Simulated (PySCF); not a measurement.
A structure optimised at B3LYP-D3(BJ)/def2-TZVP, used in a PySCF frequency run:

```xyz
3

In     0.0000     0.0000     0.0000
Cl     0.0000     0.0000    -2.2243
Cl     0.0000     0.0000     2.2243
```
Charge +1, spin multiplicity 1.

Question: Write its SMILES, formula and point group.

Answer: [Cl][In+][Cl], Cl2In, D∞h

Question: What are its rotational constants (standard atomic weights)?

Answer: 1.4408 GHz (linear rotor, B only)
